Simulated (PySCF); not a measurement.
## Field gradients at the hydrogen positions

Compound: C₂H₁₀BN.
Z-matrix (Å and degrees, PBE0-D3(BJ)/def2-SVP geometry), rows numbered from 1:
```
C 
B   1  1.6156
C   2  1.6154  1  115.04
N   2  1.6571  1  105.76  3   116.30
H   1  1.1024  2  109.86  3    65.48
H   1  1.1074  2  113.12  3   -52.82
H   1  1.1057  2  113.95  3  -175.72
H   2  1.2344  1  113.08  3  -132.04
H   3  1.1057  2  113.98  1   175.80
H   3  1.1074  2  113.12  1    52.89
H   3  1.1024  2  109.85  1   -65.39
H   4  1.0221  2  110.45  1   -61.20
H   4  1.0203  2  111.10  1    58.53
H   4  1.0203  2  111.07  1   179.09
```

Level: PBE0/pcSseg-1 (PySCF, non-relativistic); Q(2H) = 0.00286 b; rigid geometry, the same for H and D, with no vibrational averaging.

Question: Rank these positions by the coupling χzz of a deuteron there, largest first.
A. H10 (methyl hydrogen)
B. H13 (N–H hydrogen)
C. H5 (methyl hydrogen)
D. H8 (B–H hydrogen)

Answer: B (248 kHz), C (201 kHz), A (196 kHz), D (123 kHz).

Give the electric field gradient Vzz (the principal value of largest size), its asymmetry and the 2H coupling at each hydrogen.

```json
{"atom": "H5", "bonded to": "C1", "bond length (Å)": "1.102", "Vzz (au)": "0.2998", "η": "0.03", "χzz (kHz)": "201"}
{"atom": "H6", "bonded to": "C1", "bond length (Å)": "1.107", "Vzz (au)": "0.2920", "η": "0.03", "χzz (kHz)": "196"}
{"atom": "H7", "bonded to": "C1", "bond length (Å)": "1.106", "Vzz (au)": "0.2953", "η": "0.03", "χzz (kHz)": "198"}
{"atom": "H8", "bonded to": "B2", "bond length (Å)": "1.234", "Vzz (au)": "0.1833", "η": "0.10", "χzz (kHz)": "123"}
{"atom": "H9", "bonded to": "C3", "bond length (Å)": "1.106", "Vzz (au)": "0.2954", "η": "0.03", "χzz (kHz)": "198"}
{"atom": "H10", "bonded to": "C3", "bond length (Å)": "1.107", "Vzz (au)": "0.2920", "η": "0.03", "χzz (kHz)": "196"}
{"atom": "H11", "bonded to": "C3", "bond length (Å)": "1.102", "Vzz (au)": "0.2998", "η": "0.03", "χzz (kHz)": "201"}
{"atom": "H12", "bonded to": "N4", "bond length (Å)": "1.022", "Vzz (au)": "0.3634", "η": "0.07", "χzz (kHz)": "244"}
{"atom": "H13", "bonded to": "N4", "bond length (Å)": "1.020", "Vzz (au)": "0.3684", "η": "0.07", "χzz (kHz)": "248"}
{"atom": "H14", "bonded to": "N4", "bond length (Å)": "1.020", "Vzz (au)": "0.3684", "η": "0.07", "χzz (kHz)": "248"}
```

Average by the element that carries the hydrogen.

on C: 199 kHz over 6 positions, mean bond length 1.105 Å; on B: 123 kHz over 1 position, mean bond length 1.234 Å; on N: 246 kHz over 3 positions, mean bond length 1.021 Å.

Give the 2H NMR doublet splittings at H9 for a magnetic field along the z, y and x axes of the gradient: 3χ/2, 3χ(1 + η)/4, 3χ(1 − η)/4.

With |χ| = 198.5 kHz and η = 0.028: 298, 153 and 145 kHz, to first order and without motion.

Isolated species at its PBE0-D3(BJ)/def2-SVP geometry, gas phase. With a basis this small, the couplings can be 20 % off.
